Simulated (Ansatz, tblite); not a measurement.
Removing and adding an electron: `Cl[Si](Cl)(Cl)Cc1ccc(-c2cnc(-c3ccccc3)nc2)cc1`. Charge 0, multiplicity 1. Geometry: PBE-D4/def2-SVP. Ansatz, gas phase; energy differences of separate SCF runs; the oxidised species was run as a doublet alone; the reduced species was run as a doublet alone.

The xTB rows come from tblite. Correlated methods freeze 39 core orbitals. Single mean-field runs in def2-TZVP are fitted with def2-universal-jkfit.

(1) Estimate orbital energies and vertical ionisation energies and electron affinities at: GFN1-xTB; GFN2-xTB; PBE-D4/def2-TZVP; PBE0-D4/def2-TZVP; B2PLYP/def2-TZVP.

Answers

(1) 
```tsv
level	−HOMO (eV)	vertical IE (eV)	−LUMO (eV)	vertical EA (eV)	HOMO–LUMO gap (eV)	IE − EA (eV)	remarks
GFN1-xTB	11.05	12.87	8.39	6.42	2.66	6.45	–
GFN2-xTB	9.92	12.16	7.71	5.74	2.21	6.42	–
PBE-D4/def2-TZVP	5.67	7.51	2.71	1.04	2.96	6.47	HOMO above zero (-1 doublet)
PBE0-D4/def2-TZVP	6.55	7.78	1.95	0.82	4.61	6.96	HOMO above zero (-1 doublet)
B2PLYP/def2-TZVP	–	7.82	–	0.53	–	7.28	–
```

Relaxing the oxidised species (PBE-D4/def2-SVP) changes its energy by -0.11 eV at PBE-D4/def2-TZVP, so the adiabatic ionisation energy to this nearest minimum is 7.40 eV. At PBE0-D4/def2-TZVP it is 7.65 eV.  Relaxing the reduced species (PBE-D4/def2-SVP) changes its energy by -0.11 eV at PBE-D4/def2-TZVP, so the adiabatic electron affinity to this nearest minimum is 1.14 eV. At PBE0-D4/def2-TZVP it is 0.88 eV. The highest occupied level of the relaxed charge -1 doublet lies above zero (up to 0.34 eV). By energy differences its removal costs 1.14 eV (each at its own geometry, to the charge 0 singlet, at PBE-D4/def2-TZVP); self-interaction error and the lack of diffuse functions both raise the level.     A HOMO above zero means that the electron is unbound at that level or that self-interaction error raises the level; the energy of removing that electron tells which. Raw xTB energy differences between charge states are shifted by several eV; the methods need an empirical correction for them. Sets without diffuse functions give affinities that are too small.
